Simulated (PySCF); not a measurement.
# SMILES CC#C[C@@H]1C[Se][C@@H]1F, C₆H₇FSe

Molfile (atoms numbered from 1):
```
C6H7FSe
     RDKit          3D

 15 15  0  0  0  0  0  0  0  0999 V2000
    3.0275   -0.2255    0.1115 C   0  0  0  0  0  0  0  0  0  0  0  0
    1.5851   -0.2972    0.1261 C   0  0  0  0  0  0  0  0  0  0  0  0
    0.3898   -0.3907    0.1504 C   0  0  0  0  0  0  0  0  0  0  0  0
   -1.0552   -0.4055    0.1656 C   0  0  2  0  0  0  0  0  0  0  0  0
   -1.7217   -0.2182   -1.2070 C   0  0  0  0  0  0  0  0  0  0  0  0
   -3.1599    0.9281   -0.4560 Se  0  0  0  0  0  2  0  0  0  0  0  0
   -1.6999    0.7897    0.8932 C   0  0  2  0  0  0  0  0  0  0  0  0
   -0.9306    1.9077    0.8926 F   0  0  0  0  0  0  0  0  0  0  0  0
    3.3840   -0.1234   -0.9130 H   0  0  0  0  0  0  0  0  0  0  0  0
    3.3559    0.6388    0.6878 H   0  0  0  0  0  0  0  0  0  0  0  0
    3.4539   -1.1281    0.5486 H   0  0  0  0  0  0  0  0  0  0  0  0
   -1.4137   -1.3261    0.6389 H   0  0  0  0  0  0  0  0  0  0  0  0
   -1.1092    0.3623   -1.8967 H   0  0  0  0  0  0  0  0  0  0  0  0
   -2.0801   -1.1268   -1.6864 H   0  0  0  0  0  0  0  0  0  0  0  0
   -2.0304    0.6226    1.9226 H   0  0  0  0  0  0  0  0  0  0  0  0
  1  2  1  0
  2  3  3  0
  3  4  1  0
  4  5  1  0
  5  6  1  0
  6  7  1  0
  7  8  1  0
  7  4  1  0
  1  9  1  0
  1 10  1  0
  1 11  1  0
  4 12  1  1
  5 13  1  0
  5 14  1  0
  7 15  1  1
M  END
```

Method: TDDFT PBE0/aug-cc-pVDZ circular dichroism and optical rotation, one conformer, gas phase (PySCF 2.14.0). Geometry: GFN2-xTB.

The calculation is non-relativistic, which matters for the atoms heavier than Zn. States above about 6.6 eV (minus the energy of the highest occupied orbital) lie near or above the ionisation threshold and depend on the basis.

Q: What are the CIP labels of the stereocentres?

A: C4 R, C7 S.

Q: Which excitations and rotatory strengths does the calculation give?

A: Rotatory strengths R in 10⁻⁴⁰ esu² cm², velocity form and length form (origin at the centre of mass); f in length form.
| state | E (eV) | λ (nm) | f | R (velocity) | R (length) | main |
| --- | --- | --- | --- | --- | --- | --- |
| 1 | 3.99 | 310 | 0.0006 | +8.5 | +8.1 | HOMO→LUMO 0.98 |
| 2 | 5.30 | 234 | 0.007 | +5.8 | +5.9 | HOMO−1→LUMO 0.95 |
| 3 | 5.51 | 225 | 0.035 | -1.2 | -1.0 | HOMO→LUMO+1 0.60, HOMO→LUMO+2 0.33 |
| 4 | 5.65 | 219 | 0.007 | -10.9 | -10.8 | HOMO→LUMO+3 0.62, HOMO→LUMO+1 0.23 |
| 5 | 5.69 | 218 | 0.101 | +2.0 | +2.1 | HOMO−2→LUMO 0.93 |
| 6 | 6.06 | 205 | 0.004 | +2.2 | +2.2 | HOMO→LUMO+2 0.50, HOMO→LUMO+3 0.28 |
| 7 | 6.24 | 199 | 0.006 | -0.2 | -0.1 | HOMO−1→LUMO+1 0.94 |
| 8 | 6.31 | 197 | 0.007 | +7.5 | +7.6 | HOMO→LUMO+4 0.82 |
| 9 | 6.36 | 195 | 0.006 | -2.4 | -2.6 | HOMO−2→LUMO+1 0.92 |
| 10 | 6.43 | 193 | 0.026 | +17.2 | +17.4 | HOMO−3→LUMO 0.74 |
| 11 | 6.54 | 189 | 0.011 | -7.9 | -8.2 | HOMO→LUMO+5 0.75, HOMO→LUMO+6 0.15 |
| 12 | 6.60 | 188 | 0.005 | +3.6 | +3.8 | HOMO−2→LUMO+2 0.45, HOMO−2→LUMO+6 0.11 |
| 13 | 6.64 | 187 | 0.015 | -3.6 | -3.8 | HOMO−1→LUMO+2 0.79 |
| 14 | 6.75 | 184 | 0.002 | -4.0 | -4.1 | HOMO→LUMO+6 0.70, HOMO→LUMO+5 0.11 |
| 15 | 6.82 | 182 | 0.017 | -7.6 | -7.8 | HOMO→LUMO+7 0.55, HOMO−4→LUMO 0.18 |
| 16 | 6.85 | 181 | 0.0003 | +2.8 | +2.9 | HOMO−1→LUMO+3 0.72, HOMO→LUMO+7 0.10 |

Among the states computed, the strongest CD band (largest |R|) is state 10. The largest dissymmetry factor in size, g = 4R/(D+G), with D and G the electric and magnetic dipole strengths, is +0.088 for state 16 (velocity form, f = 0.0003), among bands with |R| over 0.5. The mirror image has the same energies and oscillator strengths and all R with the opposite sign.
